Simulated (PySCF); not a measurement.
Polarisability and C₆ of Hf²⁺ (hafnium, charge +2)

[Xe] 4f14 5d2, high-spin 3F determinant. All numbers are calculated (PySCF 2.14, scalar relativity by spin-free X2C-1e, in x2c-TZVPPall with one added diffuse shell each of s, p, d, f type (12s8p8d4f1g, 113 functions)). Coupled (time-dependent) response in atomic units; α is the mean over directions.

```
method  mean α (bohr³)         α xx, yy, zz  C₆ (like pair)  S(−4)
  TPSS           20.90  27.48, 27.48, 7.726           116.9  318.0
```

S(−4) is the Cauchy moment in α(ω) = α(0) + S(−4) ω² + …

Spin-orbit coupling is absent.

α(iu) at TPSS:

| u (hartree) | α(iu) (bohr³) |
| --- | --- |
| 0 | 20.90 |
| 0.0500 | 20.14 |
| 0.100 | 18.28 |
| 0.200 | 13.98 |
| 0.300 | 10.82 |
| 0.500 | 7.335 |
| 0.750 | 5.197 |
| 1.00 | 3.972 |
| 1.50 | 2.580 |
| 2.00 | 1.806 |
| 3.00 | 1.009 |
| 5.00 | 0.4332 |

A single London oscillator, α(iu) = α/(1 + u²/ω²), gives C₆ = (3/4) ω α². Matching the computed C₆ needs ω = 4 × 116.9 / (3 × 20.90²) = 0.357 hartree.

For an ion, C₆ is the dispersion term alone; charge-induced terms of lower order in 1/R come first.

The components differ because the open shell of this determinant is not spherical; for a pure term their mean is the scalar polarisability.

⟨L²⟩ = 10.12 against 12 for a pure F term, so this real determinant mixes terms. Spin-orbit coupling, absent here, splits the open shell strongly. The s, p, d and f populations moved away from the nominal configuration during the SCF.
